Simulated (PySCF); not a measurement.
Two-component Hartree-Fock for Ba⁵⁴⁺ (barium, charge +54)

Start: 1s2. Calculated with PySCF 2.14 in an even-tempered Gaussian basis (15 s from 140 bohr⁻², ratio 2.4; 11 p from 180 bohr⁻², ratio 2.4; 3 d from 560 bohr⁻², ratio 2.6; 3 f from 840 bohr⁻², ratio 2.6): generalised Hartree-Fock with the X2C-1e Hamiltonian and a Gaussian nucleus; one run each with spin-orbit coupling (SO) switched off, then screened by Boettger's factors, then bare.

```
spinor shell  electrons  ε, spin-free (eV)  ε, screened SO (eV)  ε, bare SO (eV)  weight of nominal j (screened SO)  rms radius, screened SO (bohr)
       1s1/2          2           -43566.2             -43566.2         -43566.2                              1.000                          0.0290
```

| quantity | spin-free | screened SO | bare SO |
| --- | --- | --- | --- |
| E (hartree) | -3240.37750 | -3240.37750 | -3240.37750 |
| M_J | 0 | 0 | 0 |
| ⟨J²⟩ | 0.000 | 0.000 | 0.000 |
| ⟨L²⟩ | 0.000 | 0.000 | 0.000 |
| ⟨S²⟩ | 0.000 | 0.000 | 0.000 |

Breit and QED terms are absent; they matter most for the inner s and p1/2 levels.

Densities and radii are taken from the X2C orbitals without a picture-change correction, which distorts them close to the nucleus.

Without spin-orbit coupling the j labels of p, d and f shells carry no meaning; the spin-free column gives the mean over the occupied spinors of each nl shell.
